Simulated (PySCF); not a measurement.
B(CF3)(Cl)(H) (CHBClF3), SMILES FC(F)(F)BCl.

Geometry: B3LYP-D3(BJ)/def2-SVP. The structure was generated by enumeration, and PubChem lists no compound with its InChIKey, so it may never have been made.

Two levels are set side by side: TDDFT-PBE/def2-SVPD (PySCF) and TDDFT-ωB97X/def2-SVPD (PySCF). Vertical, same geometry. The lowest singlet is HOMO→LUMO 100 % with PBE and HOMO→LUMO 98 % with the other functional; states are paired by order. Differences are taken from unrounded values.

```tsv
quantity	TDDFT-ωB97X
lowest singlet excitation (eV)	5.33
lowest triplet excitation (TDA) (eV)	4.95
first bright state (f over 0.05) (eV)	7.60
its oscillator strength	0.14
```

Q: What does TDDFT-PBE give, and how far is it from TDDFT-ωB97X? (The exact figures need the calculation; the answer reports its results.)

A: 
```csv
quantity,TDDFT-PBE,TDDFT-PBE minus TDDFT-ωB97X
lowest singlet excitation (eV),4.49,-0.84
lowest triplet excitation (TDA) (eV),4.08,-0.87
first bright state (f over 0.05) (eV),6.76,-0.84
its oscillator strength,0.14,0.00
```

A lower first singlet is the usual sign of a functional without exact exchange. Differences between two approximate levels are no errors against the true value.

Rough cost on one machine, each run with all the roots and properties that it gave: TDDFT-ωB97X against TDDFT-PBE about 9 times.
